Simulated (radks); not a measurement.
The numbers below are computed, except where a source is named.
Task: Ga1.5+, configuration [Ar] 3d10 4s(up 1, down 0.5) (fractional occupations, a model configuration). Level of theory: non-relativistic Kohn-Sham, BLYP, spin-polarised, spherical densities, point nucleus (a radial shooting solver on a logarithmic mesh with Libxc functionals). Some entries of the table are withheld. Estimate them.

orbital,occ.,eigenvalue (eV),<1/r> (bohr^-1),<r^2> (bohr^2)
1s up,1,-10108.52,30.51,0.003273
1s down,1,-10108.49,30.51,0.003273
2s up,1,-1246.331,6.676,0.05783
2s down,1,-1246.321,6.676,0.05783
2p up,3,-1106.107,6.647,0.04521
2p down,3,-1106.093,6.647,0.04521
3s up,1,(1),2.138,0.5074
3s down,1,(2),2.138,0.5071
3p up,3,-111.6232,2.012,0.5521
3p down,3,-111.5826,2.013,0.5514
3d up,5,-33.7323,(3),(4)
3d down,5,-33.6386,(5),(6)
4s up,1,-21.0833,0.5988,5.376
4s down,0.5,-20.5587,0.5975,5.432

Result: 
(1) 3s up eigenvalue (eV): -157.0872
(2) 3s down eigenvalue (eV): -157.0542
(3) 3d up <1/r> (bohr^-1): 1.659
(4) 3d up <r^2> (bohr^2): 0.8354
(5) 3d down <1/r> (bohr^-1): 1.663
(6) 3d down <r^2> (bohr^2): 0.8273
